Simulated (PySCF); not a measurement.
# Be₂O at several levels of theory

All levels use the PBE0 minimum (triplet; O–Be 1.406 Å (×2); Be–O–Be 180.0°), basis [O def2-TZVP, Be def2-TZVP], no relativity, density fitting, no spin–orbit coupling, PySCF. For vertical energies the ionised species is a doublet (spins chosen at PBE0 and kept) and the electron-attached one a doublet. Atomisation goes to high-spin ground-configuration atoms, without zero-point energy. Open shells are unrestricted, also as the reference of the correlated levels. A dash marks a value that was not computed or is not defined at that level.

| level | atomisation (kJ/mol) | vertical IP (eV) | vertical EA (eV) | −ε(HOMO) (eV) |
| --- | --- | --- | --- | --- |
| PBE0 | 889 | 7.87 | 0.91 | 5.75 |
| HF | 697 | 8.31 | -0.36 | 8.41 |
| MP2 | 908 | 8.12 | 0.44 | – |
| PBE | 924 | 7.60 | 1.11 | 4.77 |
| B3LYP | 887 | 7.78 | 1.12 | 5.48 |
| r2SCAN | 933 | 7.76 | 0.88 | 5.00 |
| TPSSh | 864 | 7.73 | 1.06 | 5.22 |
| BHandHLYP | ? | ? | ? | ? |
| B2PLYP | ? | ? | ? | – |

Q: Fill in the row of B2PLYP.

A: atomisation (kJ/mol) 879, vertical IP (eV) 7.86, vertical EA (eV) 0.89.

Q: Fill in the row of BHandHLYP.

A: atomisation (kJ/mol) 843, vertical IP (eV) 7.96, vertical EA (eV) 0.79, −ε(HOMO) (eV) 6.53.

Spin contamination in at least one species weakens the values at: HF, MP2.

Without diffuse functions attachment energies tend to come out too low.
